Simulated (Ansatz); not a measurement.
Relaxation of ClH₄NOSi (8 atoms, charge 0, multiplicity 1), to a largest force component of 0.02 eV/Å in at most 40 steps.

Level of theory: RKS PBE/def2-SVP in Ansatz 0.2.0.

```xyz
8
Properties=species:S:1:pos:R:3:forces:R:3
Si 0.000 0.000 0.000 -0.72 2.53 -0.19
Cl 0.000 0.000 2.130 0.07 -0.12 -0.59
O 1.584 0.000 -0.559 0.27 -1.41 -0.06
H 1.901 -0.952 -0.676 -0.36 1.51 0.21
N -0.857 1.485 -0.606 0.73 -1.09 0.24
H -1.877 1.430 -0.889 1.61 0.40 0.42
H -0.337 2.406 -0.677 -1.11 -1.25 0.05
H -0.688 -1.191 -0.486 -0.49 -0.57 -0.07
```

Task: Where does it end, and by what steps?

Result: It converged. After 11 steps the energy has fallen by 0.436 eV; H4 moved furthest, 0.66 Å.

```json
{"step": "0", "energy less start (eV)": "0.0000", "largest force component (eV/Å)": "2.533", "accepted": "yes"}
{"step": "1", "energy less start (eV)": "-0.2779", "largest force component (eV/Å)": "1.093", "accepted": "yes"}
{"step": "2", "energy less start (eV)": "-0.3581", "largest force component (eV/Å)": "0.444", "accepted": "yes"}
{"step": "3", "energy less start (eV)": "-0.3940", "largest force component (eV/Å)": "0.470", "accepted": "yes"}
{"step": "4", "energy less start (eV)": "-0.4110", "largest force component (eV/Å)": "0.445", "accepted": "yes"}
{"step": "5", "energy less start (eV)": "-0.4096", "largest force component (eV/Å)": "0.899", "accepted": "no"}
{"step": "6", "energy less start (eV)": "-0.4275", "largest force component (eV/Å)": "0.070", "accepted": "yes"}
{"step": "7", "energy less start (eV)": "-0.4346", "largest force component (eV/Å)": "0.063", "accepted": "yes"}
{"step": "8", "energy less start (eV)": "-0.4245", "largest force component (eV/Å)": "0.475", "accepted": "no"}
{"step": "9", "energy less start (eV)": "-0.4361", "largest force component (eV/Å)": "0.039", "accepted": "yes"}
{"step": "10", "energy less start (eV)": "-0.4363", "largest force component (eV/Å)": "0.022", "accepted": "yes"}
{"step": "11", "energy less start (eV)": "-0.4363", "largest force component (eV/Å)": "0.003", "accepted": "yes"}
```

```xyz
8
Properties=species:S:1:pos:R:3
Si -0.088 -0.039 -0.137
Cl 0.184 -0.142 1.953
O 1.446 -0.146 -0.791
H 2.094 -0.554 -0.191
N -0.791 1.403 -0.739
H -1.806 1.520 -0.722
H -0.304 2.299 -0.656
H -1.010 -1.163 -0.481
```

Whether the end is a true minimum wasn't checked by a vibrational analysis.

Time of the run: 36 s on 1 thread of Arm Neoverse V1 (shared host), peak memory 0.14 GiB.
